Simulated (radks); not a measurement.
Pm3+, 58 electrons, occupied as [Xe] 4f4.

Method: Dirac Kohn-Sham, PBE, spin-unpolarised, spherical densities, finite nucleus; open shells fill j = l - 1/2 first; Fermi nuclear charge, rms radius 4.962 fm; computed with a radial shooting solver on a logarithmic mesh with Libxc functionals.

Energy parts (hartree):
part                       energy
total                 -10025.1083
kinetic                10839.5645
electron-nucleus      -24463.7133
Hartree                 3827.7635
exchange-correlation    -228.7230

Orbitals (lengths in bohr, moments of r in powers of bohr; <r^-3> diverges for s and p1/2; r(max) is where P^2 peaks; r(90%) holds 90 % of the orbital's charge):
[
 {"orbital": "1s1/2", "occ.": "2", "eigenvalue (hartree)": "-1653.892", "<r^2>": "0.0007317", "r(90%)": "0.0419", "r(max)": "0.01479", "<r^-3>": "-"},
 {"orbital": "2s1/2", "occ.": "2", "eigenvalue (hartree)": "-269.7315", "<r^2>": "0.01150", "r(90%)": "0.153", "r(max)": "0.08396", "<r^-3>": "-"},
 {"orbital": "2p1/2", "occ.": "2", "eigenvalue (hartree)": "-255.4970", "<r^2>": "0.008391", "r(90%)": "0.136", "r(max)": "0.06371", "<r^-3>": "-"},
 {"orbital": "2p3/2", "occ.": "4", "eigenvalue (hartree)": "-234.9108", "<r^2>": "0.009638", "r(90%)": "0.144", "r(max)": "0.06924", "<r^-3>": "8409"},
 {"orbital": "3s1/2", "occ.": "2", "eigenvalue (hartree)": "-59.72808", "<r^2>": "0.07746", "r(90%)": "0.382", "r(max)": "0.2388", "<r^-3>": "-"},
 {"orbital": "3p1/2", "occ.": "2", "eigenvalue (hartree)": "-53.62336", "<r^2>": "0.07256", "r(90%)": "0.375", "r(max)": "0.2258", "<r^-3>": "-"},
 {"orbital": "3p3/2", "occ.": "4", "eigenvalue (hartree)": "-49.48447", "<r^2>": "0.07984", "r(90%)": "0.393", "r(max)": "0.2376", "<r^-3>": "1742"},
 {"orbital": "3d3/2", "occ.": "4", "eigenvalue (hartree)": "-38.87144", "<r^2>": "0.06449", "r(90%)": "0.366", "r(max)": "0.1899", "<r^-3>": "289.2"},
 {"orbital": "3d5/2", "occ.": "6", "eigenvalue (hartree)": "-37.97473", "<r^2>": "0.06654", "r(90%)": "0.371", "r(max)": "0.1932", "<r^-3>": "260.2"},
 {"orbital": "4s1/2", "occ.": "2", "eigenvalue (hartree)": "-12.78745", "<r^2>": "0.3957", "r(90%)": "0.850", "r(max)": "0.5521", "<r^-3>": "-"},
 {"orbital": "4p1/2", "occ.": "2", "eigenvalue (hartree)": "-10.46231", "<r^2>": "0.4192", "r(90%)": "0.883", "r(max)": "0.5586", "<r^-3>": "-"},
 {"orbital": "4p3/2", "occ.": "4", "eigenvalue (hartree)": "-9.55499", "<r^2>": "0.4589", "r(90%)": "0.924", "r(max)": "0.5838", "<r^-3>": "382.9"},
 {"orbital": "4d3/2", "occ.": "4", "eigenvalue (hartree)": "-5.72746", "<r^2>": "0.5353", "r(90%)": "1.02", "r(max)": "0.5970", "<r^-3>": "53.47"},
 {"orbital": "4d5/2", "occ.": "6", "eigenvalue (hartree)": "-5.56541", "<r^2>": "0.5510", "r(90%)": "1.04", "r(max)": "0.6052", "<r^-3>": "47.54"},
 {"orbital": "5s1/2", "occ.": "2", "eigenvalue (hartree)": "-2.54074", "<r^2>": "2.219", "r(90%)": "2.02", "r(max)": "1.276", "<r^-3>": "-"},
 {"orbital": "5p1/2", "occ.": "2", "eigenvalue (hartree)": "-1.89371", "<r^2>": "2.747", "r(90%)": "2.26", "r(max)": "1.387", "<r^-3>": "-"},
 {"orbital": "5p3/2", "occ.": "4", "eigenvalue (hartree)": "-1.75980", "<r^2>": "3.026", "r(90%)": "2.38", "r(max)": "1.455", "<r^-3>": "56.16"},
 {"orbital": "4f5/2", "occ.": "4", "eigenvalue (hartree)": "-1.16862", "<r^2>": "1.122", "r(90%)": "1.59", "r(max)": "0.6245", "<r^-3>": "6.247"},
 {"orbital": "4f7/2", "occ.": "0", "eigenvalue (hartree)": "-1.14921", "<r^2>": "1.147", "r(90%)": "1.61", "r(max)": "0.6292", "<r^-3>": "6.056"}
]

The highest occupied level is 4f5/2 at -31.800 eV. Summed over all electrons, <r^2> = 36.79 bohr^2, which gives a Langevin (diamagnetic) susceptibility term of -29.1 x 10^-6 cm^3/mol. For comparison, the ionisation energy in NIST's Atomic Spectra Database is 41.2 eV (semi-empirical). In exact Kohn-Sham theory the highest level is minus the ionisation energy, but local and semilocal functionals leave it too shallow, through self-interaction and a potential that decays too fast; potentials with the right tail come closer. The density falls to 0.001 e/bohr^3 at r = 3.35 bohr.

Beside tabulated values, note that spin-unpolarised runs miss the spin-polarisation part of the exchange energy of open shells.
